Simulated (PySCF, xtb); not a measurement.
Si(H)2(Cl)(Et) (C2H7ClSi), SMILES C(C)[SiH2]Cl. One conformer was computed; it need not be the lowest.

Harmonic wavenumbers (cm⁻¹) from GFN2-xTB (xtb) at its own minimum, in rising order: 60, 139, 231, 284, 486, 488, 576, 665, 719, 754, 781, 982, 1023, 1074, 1240, 1292, 1420, 1481, 1508, 1512, 2256, 2277, 2964, 2986, 3017, 3029, 3036.

Question: What does PBE-D3(BJ)/def2-SVP (PySCF 2.14.0) give at its own minimum? (Estimate from the structure and the level; the computed values follow.)

Answer: 86, 146, 220, 284, 511, 538, 634, 658, 718, 833, 915, 949, 961, 1031, 1202, 1212, 1345, 1374, 1425, 1428, 2166, 2175, 2964, 2969, 3019, 3055, 3062. Paired by order, the mean absolute difference is 47 cm⁻¹ and the zero-point energies are 51.9 and 51.3 kcal/mol.
